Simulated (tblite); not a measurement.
C7H9OP.
Z-matrix (Å and degrees, GFN2-xTB geometry), rows numbered from 1:
```
C 
C   1  1.3212
P   2  1.8155  1  118.48
O   3  1.4666  2  114.47  1    -0.80
C   3  1.8208  2  104.92  1  -132.76
C   5  1.3342  3  109.12  2  -104.73
C   6  1.4652  5  115.75  3    -1.25
C   7  1.4904  6  119.62  5  -179.27
C   7  1.3401  6  114.13  5     0.19
H   1  1.0793  2  119.51  3     0.46
H   1  1.0785  2  123.16  3  -179.44
H   2  1.0800  1  123.71  3   179.42
H   5  1.0762  3  124.85  2    73.98
H   6  1.0803  5  124.51  3   179.72
H   8  1.0899  7  110.00  6   -62.00
H   8  1.0894  7  110.02  6    56.49
H   8  1.0866  7  111.17  6   177.28
H   9  1.0761  3  124.35  2   -74.48
```

All values are computed: GFN2-xTB (tblite) harmonic vibrations without scaling, gas phase. The method is semi-empirical: single wavenumbers can be off by several per cent or more. One conformer, not necessarily the lowest.

Harmonic wavenumbers (cm⁻¹): 64.7, 78.8, 114.6, 148.4, 204.1, 250.5, 282.0, 337.6, 356.0, 408.1, 507.1, 517.2, 561.7, 588.7, 698.8, 756.3, 760.8, 784.6, 819.9, 894.6, 900.1, 905.8, 970.9, 1005.8, 1011.9, 1022.2, 1076.8, 1096.5, 1214.2, 1218.0, 1269.5, 1318.0, 1374.9, 1395.8, 1469.5, 1471.5, 1569.0, 1648.0, 1658.1, 3004.1, 3018.2, 3053.1, 3062.9, 3074.8, 3078.9, 3108.0, 3109.3, 3110.0.

A = 2911, B = 936.1, C = 906.2 MHz; mass 140.039 u (most abundant isotopes); point group C1, symmetry number 1.

Q: What is the zero-point energy?

A: ½Σν̃ = 30175 cm⁻¹ = 360.97 kJ/mol.

Q: Entropy at 273.15 K, 1 bar (ideal gas, RRHO, classical rotation)?

A: Translation 168.67, rotation 121.31, vibration 103.66: S = 393.6 J/(mol K).

Q: And Cp and H(273.15 K) − H(0)?

A: Cp = 150.75 J/(mol K), of which vibrations give 117.49 (their classical limit is 48 R = 399.1); H(273.15 K) − H(0) = 24.73 kJ/mol without the zero-point energy, 15.65 from vibrations.

Q: How do the functions run with temperature in this model?

A: 
| T (K) | S (J/(mol K)) | Cp (J/(mol K)) | H − H(0) (kJ/mol) | G − H(0) (kJ/mol) | ln q(vib) |
| --- | --- | --- | --- | --- | --- |
| 50 | 243.1 | 52.2 | 2.00 | -10.15 | 0.33 |
| 100 | 286.5 | 75.3 | 5.20 | -23.45 | 1.35 |
| 298.15 | 407.3 | 161.7 | 28.64 | -92.81 | 6.21 |
| 373.15 | 447.0 | 192.6 | 41.94 | -124.85 | 8.12 |
| 500 | 509.7 | 236.1 | 69.25 | -185.59 | 11.35 |
| 750 | 617.4 | 294.4 | 136.18 | -326.90 | 17.51 |
| 1000 | 707.6 | 331.5 | 214.73 | -492.84 | 23.21 |

q(vib) and H(0) count from the zero-point level.

Q: What must be added to the electronic energy to get the Gibbs energy at 273.15 K and 1 bar?

A: ZPE + [H(273.15 K) − H(0)] − T·S = 360.97 + 24.73 − 107.52 = 278.18 kJ/mol.

Q: Which modes carry the vibrational entropy at 273.15 K?

A: 64.7 cm⁻¹: 17.30; 78.8 cm⁻¹: 15.68; 114.6 cm⁻¹: 12.64; 148.4 cm⁻¹: 10.57; 204.1 cm⁻¹: 8.10; 250.5 cm⁻¹: 6.59 J/(mol K); the other 42 give 32.77 together.

Q: Blend soft modes into free rotors: weight 1/[1 + (100 cm⁻¹/ν̃)⁴] for the oscillator and the rest for a rotor with moment μB/(μ + B), μ = h/(8π²ν), B = 10⁻⁴⁴ kg m². What vibrational entropy results?

A: 97.51 J/(mol K) in place of 103.66, which changes −T·S at 273.15 K by +1.68 kJ/mol.

Hindered rotation and anharmonicity are outside this model. Other conformers, if any are populated, would add a mixing term that is left out. The structure is chiral; the term R ln 2 for an equal mix with its mirror image is left out.
